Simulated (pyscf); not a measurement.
Single points on ωB97X-D3(BJ)/def2-SVP structures (PySCF, gas phase).

What is the homolytic dissociation enthalpy (298 K, ωB97M-D3(BJ)/def2-TZVP) of the Mo–S bond of `[OH][S][MoH]([F])([F])([F])[F]`, to HO–S• + [F–MoH(F)(F)–F]•?

Mo–S to HO–S• + [F–MoH(F)(F)–F]•: 19.8 kcal/mol. The 7 functionals that were run give +19.8 (ωB97M-D3(BJ)) to +38.8 kcal/mol (PBE). The radicals are drawn with the spin at the cut bond; how far it spreads was not checked. HO–S–MoH(F)(F)(F)–F lies 40.1 kcal/mol over its isomer HO–Mo(F)(F)(F)(F)–SH, and others may lie lower still (electronic energy, ωB97M-D3(BJ)). Open-shell species with a d-block atom are single-reference here; other states, and whether the spin sits on metal or ligand, were not checked. Elements past Kr carry the def2 core potentials, without spin-orbit coupling.
